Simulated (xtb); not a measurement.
xtb input (GFN2-xTB):

```bash
xtb mol.xyz --gfn 2 --sp --chrg 0 --uhf 0
```
mol.xyz:
```
10

O     -0.95253721     0.52035375     1.28323700
B     -0.84359051    -0.38602819     0.25050319
O     -1.76878167    -1.35336292    -0.04384140
O      0.26087447    -0.32139004    -0.53858159
Si     1.58704947     0.66147830    -0.53901983
H     -1.73966728     0.45853580     1.82912309
H     -2.54120752    -1.38226528     0.52507418
H      1.19045145     2.07349781    -0.73891018
H      2.44077787     0.22161823    -1.66140341
H      2.33246073     0.53325190     0.73336584
```

End of the output:

```
         :::::::::::::::::::::::::::::::::::::::::::::::::::::
         ::                     SUMMARY                     ::
         :::::::::::::::::::::::::::::::::::::::::::::::::::::
         :: total energy             -17.897840951061 Eh    ::
         :: gradient norm              0.025345735983 Eh/a0 ::
         :: HOMO-LUMO gap              6.501919602900 eV    ::
         ::.................................................::
         :: SCC energy               -18.003374810483 Eh    ::
         :: -> isotropic ES            0.122157984572 Eh    ::
         :: -> anisotropic ES         -0.002845989695 Eh    ::
         :: -> anisotropic XC         -0.001995362429 Eh    ::
         :: -> dispersion             -0.004987525214 Eh    ::
         :: repulsion energy           0.105533859422 Eh    ::
         :: add. restraining           0.000000000000 Eh    ::
         :: total charge               0.000000000000 e     ::
         :::::::::::::::::::::::::::::::::::::::::::::::::::::

           -------------------------------------------------
          |                Property Printout                |
           -------------------------------------------------

    * Orbital Energies and Occupations

         #    Occupation            Energy/Eh            Energy/eV
      -------------------------------------------------------------
         1        2.0000           -0.7476524             -20.3447
       ...           ...                  ...                  ...
         3        2.0000           -0.6948552             -18.9080
         4        2.0000           -0.6455283             -17.5657
         5        2.0000           -0.5944185             -16.1750
         6        2.0000           -0.5843536             -15.9011
         7        2.0000           -0.5400173             -14.6946
         8        2.0000           -0.5269789             -14.3398
         9        2.0000           -0.5048357             -13.7373
        10        2.0000           -0.4792327             -13.0406
        11        2.0000           -0.4673690             -12.7178
        12        2.0000           -0.4660188             -12.6810
        13        2.0000           -0.4584890             -12.4761
        14        2.0000           -0.4134197             -11.2497
        15        2.0000           -0.4123588             -11.2209 (HOMO)
        16                         -0.1734177              -4.7189 (LUMO)
        17                         -0.1732373              -4.7140
        18                         -0.1576953              -4.2911
        19                         -0.1259789              -3.4281
        20                         -0.0237388              -0.6460
        21                         -0.0004932              -0.0134
        22                          0.0600966               1.6353
        23                          0.1329594               3.6180
        24                          0.2747025               7.4750
        25                          0.3236707               8.8075
        26                          0.5403858              14.7046
       ...                                ...                  ...
        30                          0.7536242              20.5072
      -------------------------------------------------------------
                  HL-Gap            0.2389411 Eh            6.5019 eV
             Fermi-level           -0.2928883 Eh           -7.9699 eV

     #   Z          covCN         q      C6AA      α(0)
     1   8 O        1.592    -0.510    23.148     6.493
     2   5 B        2.422     0.553    17.257     7.561
     3   8 O        1.593    -0.491    22.747     6.436
     4   8 O        1.557    -0.430    21.498     6.256
     5  14 Si       3.570     0.522    98.055    19.049
     6   1 H        0.805     0.301     0.718     1.331
     7   1 H        0.805     0.303     0.712     1.325
     8   1 H        0.913    -0.082     4.972     3.488
     9   1 H        0.914    -0.084     5.044     3.513
    10   1 H        0.913    -0.082     4.972     3.488

 Mol. C6AA /au·bohr⁶  :       1312.205180
 Mol. C8AA /au·bohr⁸  :      40155.293614
 Mol. α(0) /au        :         58.939146

Wiberg/Mayer (AO) data.
largest (>0.10) Wiberg bond orders for each atom

 ---------------------------------------------------------------------------
     #   Z sym  total        # sym  WBO       # sym  WBO       # sym  WBO
 ---------------------------------------------------------------------------
     1   8 O    2.093 --     2 B    1.098     6 H    0.890
     2   5 B    3.360 --     4 O    1.126     3 O    1.117     1 O    1.098
     3   8 O    2.116 --     2 B    1.117     7 H    0.889
     4   8 O    2.335 --     2 B    1.126     5 Si   1.029
     5  14 Si   3.752 --     4 O    1.029     8 H    0.895    10 H    0.895
                             9 H    0.894
     6   1 H    0.909 --     1 O    0.890
     7   1 H    0.908 --     3 O    0.889
     8   1 H    0.993 --     5 Si   0.895
     9   1 H    0.992 --     5 Si   0.894
    10   1 H    0.993 --     5 Si   0.895
 ---------------------------------------------------------------------------

Topologies differ in total number of bonds
Writing topology from bond orders to xtbtopo.mol

molecular dipole:
                 x           y           z       tot (Debye)
 q only:       -0.345       0.295       0.577
   full:       -1.005       0.093       0.876       3.397
molecular quadrupole (traceless):
                xx          xy          yy          xz          yz          zz
 q only:        6.222       1.689      -4.447      -5.387      -2.823      -1.776
  q+dip:        5.307      -0.771      -5.061      -5.869      -3.421      -0.246
   full:        6.578       0.027      -5.626      -6.514      -3.966      -0.952

           -------------------------------------------------
          | TOTAL ENERGY              -17.897840951061 Eh   |
          | GRADIENT NORM               0.025345735983 Eh/α |
          | HOMO-LUMO GAP               6.501919602900 eV   |
           -------------------------------------------------

------------------------------------------------------------------------
------------------------------------------------------------------------
Note: The following floating-point exceptions are signalling: IEEE_UNDERFLOW_FLAG IEEE_DENORMAL
normal termination of xtb
 total:
 SCF:
```
